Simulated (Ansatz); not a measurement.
Input and output for (ZnS)2 ring (Zn2S2).

```yaml
crystal:
  periodic: [false, false, false]
  atoms:
    - {symbol: Zn, position_ang: [0.467228, 0.380790, -1.049783]}
    - {symbol: S, position_ang: [-1.105559, 1.527337, 0.061916]}
    - {symbol: Zn, position_ang: [-0.467206, -0.380775, 1.049795]}
    - {symbol: S, position_ang: [1.105537, -1.527352, -0.061938]}
basis:
  gaussian: {orbitals: def2-SVP}
hamiltonian: {xc: {name: HF}}
correlation: {method: ccsd, electrons: outside_noble_gas}
scf: {omitted_lower_state_checks: [starts]}
```

```sh
$ ansatz run in.yaml --threads 4 --pin off --events-out ev --progress --plain --max-ram 3916MiB
```

It prints (some lines left out):

```
Functional definition: HF
914 factors; integrals over basis functions are off by at most 7.5e-4 eV
mean field evaluation 1: about -118366.6465 eV, gradient 2.6e1 eV
mean field evaluation 2: about -118367.0079 eV, gradient 2.7e1 eV
mean field evaluation 4: about -118369.5113 eV, gradient 3.5e0 eV
mean field evaluation 8: about -118369.5609 eV, gradient 2.7e-1 eV
mean field -118369.56153972 eV, -4350.0011528141 hartree, gradient 8.7e-6 eV, S^2 0.000000; 0 other end points of the search recorded, 0 dependent functions left out
28 core orbitals not correlated: weight in the atoms' cores, before any rotation towards them, 1.000 or more for the frozen orbitals, at most 0.000 for the correlated occupied ones
reference -118369.56153972 eV, -4350.0011528141 hartree; 18, 18 occupied and 52, 52 virtual orbitals, 914 factors
second order -22.77234383 eV of doubles, -0.00000000 eV of singles
cycle   1  -21.44123799 eV  change     1.3e0 eV  update   1.3e-1
cycle   2  -22.11983342 eV  change   -6.8e-1 eV  update   4.6e-2
cycle   3  -22.21931858 eV  change   -9.9e-2 eV  update   2.3e-2
cycle   4  -22.19952373 eV  change    2.0e-2 eV  update   6.8e-3
cycle   5  -22.19339900 eV  change    6.1e-3 eV  update   3.2e-3
cycle   6  -22.19473108 eV  change   -1.3e-3 eV  update   8.7e-4
cycle   7  -22.19493092 eV  change   -2.0e-4 eV  update   3.9e-4
cycle   8  -22.19481868 eV  change    1.1e-4 eV  update   1.2e-4
cycle   9  -22.19488456 eV  change   -6.6e-5 eV  update   4.7e-5
cycle  10  -22.19490653 eV  change   -2.2e-5 eV  update   1.7e-5
Total energy: -118391.75644625 eV, -4350.8168005850 hartree
Checks for a lower state left out: starts
```

It took 1.2 s on 4 threads of Arm Neoverse V2 on a shared host.

Correlated methods freeze 28 core orbitals.
